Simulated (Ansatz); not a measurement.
## Which method gave which barrier?

Saddle point of SiH₂SF₂, singlet (SiH₂SF₂ ([F][SiH]([F])[SH]) → SiSF₂ ([F][Si]([F])[S]) + H₂; bonds formed: H2–H4; bonds broken: Si1–H2, S3–H4), PBE0-D4/def2-TZVP structure:

Si1  (-0.028, 0.084, 0.424)
H2  (-0.232, 0.391, -1.217)
S3  (0.837, -1.673, 0.181)
H4  (0.207, -0.486, -1.117)
F5  (-1.513, 0.285, 0.900)
F6  (0.730, 1.400, 0.830)
(Å)

Computed with Ansatz 0.2.0 (basis: def2-TZVPP, with def2-QZVPP for the basis limit); correlated methods freeze the cores. Extrapolation: Hartree–Fock as exp(−7.88 √X), correlation as X^−2.97. Four methods, as single points on the PBE0-D4 structures, gave these electronic barriers from the start structure: 44.38, 48.98, 53.55, 66.46 kcal/mol.

Task: The methods were, in alphabetical order, CCSD(T), HF, PBE-D4, PBE0-D4. Which gave which? (A judgement: the text doesn't fix the answer.)

Result: By the calculation: PBE-D4 44.38; PBE0-D4 48.98; CCSD(T) 53.55; HF 66.46 kcal/mol. For comparison, CCSD(T) at an estimated basis limit (MP2 extrapolated from triple and quadruple zeta, plus CCSD(T) − MP2 in triple zeta) gives 52.51 kcal/mol.

No T1 diagnostic of these runs exceeds 0.014.

Labels in which every atom is bracketed show which atoms are joined, not bond orders.

For scale, one of the runs: CCSD(T)/def2-TZVPP, 174 basis functions, launched by `ansatz run in.yaml --threads 2 --pin off --events-out ev --progress --plain --max-ram 4352MiB`. Hardware: 2 CPU threads of an Arm Neoverse V1, shared host. Wall time 52 s; peak host memory 1.5 GiB.
